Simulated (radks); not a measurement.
Values are calculated unless marked as measured or tabulated.
Removal energies from neutral osmium, [Xe] 4f14 5d6 6s2, by Delta-SCF beside the eigenvalue of the level emptied. Code: a radial shooting solver on a logarithmic mesh with Libxc functionals. Model: scalar-relativistic Kohn-Sham, BLYP, spin-polarised, spherical densities, finite nucleus; Fermi nuclear charge, rms radius of each element as measured or else 0.836 A^(1/3) + 0.57 fm. Open shells are filled with parallel spins first.

| removed from | final configuration | Delta-SCF (eV) | -eigenvalue (eV) |
|---|---|---|---|
| 6s | [Xe] 4f14 5d6 6s1 | 8.661 | 5.432 |
| 5d | [Xe] 4f14 5d5 6s2 | 9.368 | 4.812 |
| 5p | [Kr] 4d10 4f14 5s2 5p5 5d6 6s2 | 55.088 | 49.357 |
| 4f | [Xe] 4f13 5d6 6s2 | 61.594 | 51.301 |
